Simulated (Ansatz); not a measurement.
Start from `[BH2][GaH][Se]C` and change one atom or group to get `C[Se][GaH][Cl]`.

Ansatz, PBE0-D4/def2-TZVP geometries, multiplicity 1. Each molecule was computed in one conformer, which needn't be the lowest.

Scalar relativity is left out up to krypton. Spin–orbit coupling is left out; it splits and shifts lone-pair levels of the heavy atoms by tenths of an eV.

```csv
property,`[BH2][GaH][Se]C`
HOMO–LUMO gap (PBE0/def2-TZVPP) / eV,4.26
HOMO energy (ωB97M-V/def2-TZVPP) / eV,-8.80
zero-point energy (PBE0-D4/def2-TZVP) / kJ/mol,169.2
HOMO energy (B3LYP/def2-TZVPP) / eV,-6.48
LUMO energy (PBE0/def2-TZVPP) / eV,-2.45
HOMO–LUMO gap (B3LYP/def2-TZVPP) / eV,3.84
```

Task: What does the change do to each property? (Estimate.)

Result: The calculation gave: 
```tsv
property	`C[Se][GaH][Cl]`	shift
HOMO–LUMO gap (PBE0/def2-TZVPP) / eV	5.73	1.47
HOMO energy (ωB97M-V/def2-TZVPP) / eV	-9.22	-0.42
zero-point energy (PBE0-D4/def2-TZVP) / kJ/mol	121.8	-47.4
HOMO energy (B3LYP/def2-TZVPP) / eV	-6.88	-0.40
LUMO energy (PBE0/def2-TZVPP) / eV	-1.38	1.07
HOMO–LUMO gap (B3LYP/def2-TZVPP) / eV	5.28	1.44
```

With PBE0 the HOMO falls by 0.41 eV and the LUMO rises by 1.07 eV, so the gap widens by about 1.48 eV. PBE moves the HOMO by -0.34 eV and ωB97M-V by -0.42 eV. The zero-point energy changes by -47.4 kJ/mol with -6 modes.

Positive LUMOs are unbound, so they and the gaps depend on the basis.

B3LYP here is the variant with VWN-RPA as its local correlation; programs differ in this.
